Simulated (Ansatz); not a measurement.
H4NOPSi can be A, `O[SiH]1NP1`, or B, `N1[SiH2]OP1`.

Program: Ansatz. Geometries: PBE0-D4/def2-TZVP. ΔE: electronic, gas phase. CCSD(T)/CBS adds triple-zeta CCSD(T) − MP2 to the extrapolated MP2 energy (def2 sets, frozen cores). DFT in def2-TZVPP. B3LYP here is the variant with VWN-RPA as its local correlation; programs differ in this. One conformer a species, not always the lowest.

Question: Which isomer does CCSD(T)/CBS put lower? Give the gap. (An estimate is asked.)

Answer: Computed: B, by 47.4 kJ/mol.

Question: Give E(B) − E(A) in kJ/mol with HF/def2-TZVPP, CCSD/def2-TZVPP, MP2/def2-TZVPP, CCSD(T)/def2-SVP, CCSD(T)/def2-TZVPP, LDA (SPW92), B3LYP. (Best estimate.)

Answer: The calculation gave: HF/def2-TZVPP -76.6, CCSD/def2-TZVPP -52.8, MP2/def2-TZVPP -48.2, CCSD(T)/def2-SVP -37.2, CCSD(T)/def2-TZVPP -48.1, LDA (SPW92) -27.5, B3LYP -42.7. None reverses the order clearly.

Question: Does the order hold for the free energy at 298.15 K (harmonic terms from PBE0-D4)? (Estimate.)

Answer: The calculation gave: Yes: G(B) − G(A) = -47.1 kJ/mol, for one conformer each.

Largest T1 diagnostic: 0.014.

From r2SCAN to r2SCAN0 (25 % exact exchange), in def2-TZVPP and without D4, E(B) − E(A) moves by −6.8 kJ/mol. In def2-TZVPP, CCSD(T) changes the Hartree–Fock value by +28.5 kJ/mol (the triples alone add +4.7 kJ/mol) and MP2 by +28.5 kJ/mol.
